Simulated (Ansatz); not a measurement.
Ansatz results at the PBE0-D4/def2-TZVP geometry: LUMO energy (PBE0/def2-TZVPP) 0.13 eV; HOMO–LUMO gap (B3LYP/def2-TZVPP) 6.90 eV; size of the dipole moment (B3LYP/def2-TZVPP) 1.61 D.

Each molecule was computed in one conformer, which needn't be the lowest.

Question: Which molecule gave them?
A. `BBC(C)=O`
B. `O[SiH2]C[AsH2]`
C. `CO[AsH][SiH3]`
D. `OC[SiH2][AsH2]`

Answer: B. The others give `CO[AsH][SiH3]`: -0.72, 5.88, 0.76; `BBC(C)=O`: -1.94, 4.83, 2.65; `OC[SiH2][AsH2]`: 0.44, 7.24, 2.24.

B3LYP here is the variant with VWN-RPA as its local correlation; programs differ in this.
